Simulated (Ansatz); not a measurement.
CH4ClFOSn, SMILES `C[O][SnH]([F])[Cl]`, relaxed with RKS PBE-D4/def2-SVP in Ansatz 0.2.0 from a rough embedded geometry. The force threshold is 0.03 eV/Å; the program also tests the step.

The species carries charge 0 and has multiplicity 1. Sn takes the def2 core potential.

Start:

```xyz
9

C    -0.123   -1.412   -0.213
O     0.860   -0.618    0.426
Sn    0.215    1.281    0.394
F     1.210    2.304    1.598
Cl    0.323    2.137   -1.783
H    -1.067   -1.379    0.228
H     0.248   -2.472   -0.263
H    -0.206   -1.092   -1.334
H    -1.459    1.251    0.946
```

**Question.** How much energy does the relaxation release, and in how many steps? (Best estimate.)

**Answer.** The calculation gave: 0.47 eV, in 25 steps, 2 of them rejected.

**Question.** Which bonds change most? (Estimate.)

**Answer.** Computed: Sn3–F4 from 1.867 to 1.955 Å; C1–H6 from 1.043 to 1.111 Å; C1–H8 from 1.169 to 1.114 Å; Sn3–H9 from 1.762 to 1.714 Å.

**Question.** Give the relaxed structure. (Best estimate.)

**Answer.** Ansatz gave: 
```xyz
9

C    -0.057   -1.464   -0.340
O    -0.690   -0.535    0.532
Sn   -0.129    1.372    0.527
F     1.695    1.464    1.226
Cl    0.052    2.070   -1.718
H    -0.669   -2.391   -0.341
H     0.971   -1.730   -0.003
H     0.006   -1.096   -1.390
H    -1.179    2.310    1.506
```
